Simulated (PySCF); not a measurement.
C3H5BO3, SMILES O=C1OCB1CO.

Coordinates come from a B3LYP-D3(BJ)/def2-SVP optimisation. The structure was generated by enumeration, and PubChem lists no compound with its InChIKey, so it may never have been made. One conformer was computed; it need not be the lowest.

Computed with B3LYP-D3(BJ)/def2-SVP run with PySCF 2.14.0.

No scaling factor is applied to the harmonic values.

| mode | ν (cm⁻¹) | IR (km/mol) | moving atoms (share of kinetic energy) |
|---|---|---|---|
| 1 | 93 | 2.7 | O 64 %, H 18 %, C 12 % |
| 2 | 102 | 11.4 | O 73 %, H 9 %, C 9 %, B 9 % |
| 3 | 114 | 4.5 | H 40 %, O 30 %, C 25 % |
| 4 | 230 | 19.6 | H 42 %, B 24 %, O 18 %, C 16 % |
| 5 | 289 | 74.2 | H 78 %, C 8 % |
| 6 | 365 | 8.8 | O 53 %, C 30 %, H 14 % |
| 7 | 476 | 9.0 | C 38 %, O 28 %, H 17 %, B 16 % |
| 8 | 484 | 28.8 | C 54 %, H 33 %, O 13 % |
| 9 | 615 | 3.3 | H 43 %, C 38 %, O 14 % |
| 10 | 660 | 0.4 | C 43 %, H 32 %, O 23 % |
| 11 | 745 | 1.8 | O 49 %, C 41 % |
| 12 | 887 | 8.4 | B 35 %, C 32 %, H 30 % |
| 13 | 937 | 109.6 | O 52 %, C 45 % |
| 14 | 948 | 25.9 | B 47 %, H 22 %, C 22 %, O 9 % |
| 15 | 1069 | 106.7 | O 41 %, C 36 %, H 12 %, B 11 % |
| 16 | 1121 | 197.1 | C 57 %, O 20 %, B 12 %, H 11 % |
| 17 | 1151 | 1.7 | H 89 % |
| 18 | 1178 | 19.4 | H 59 %, B 28 %, O 10 % |
| 19 | 1197 | 25.5 | H 86 % |
| 20 | 1271 | 14.9 | H 61 %, C 31 % |
| 21 | 1341 | 41.3 | H 64 %, C 16 %, B 14 % |
| 22 | 1391 | 58.4 | H 73 %, C 16 %, B 10 % |
| 23 | 1438 | 24.1 | H 77 %, C 13 %, B 8 % |
| 24 | 1444 | 9.8 | H 70 %, C 17 %, B 10 % |
| 25 | 1894 | 267.5 | C 64 %, O 36 % |
| 26 | 2847 | 41.2 | H 93 % |
| 27 | 3037 | 9.4 | H 93 % |
| 28 | 3050 | 11.7 | H 95 % |
| 29 | 3103 | 7.2 | H 90 %, C 10 % |
| 30 | 3805 | 39.7 | H 94 % |
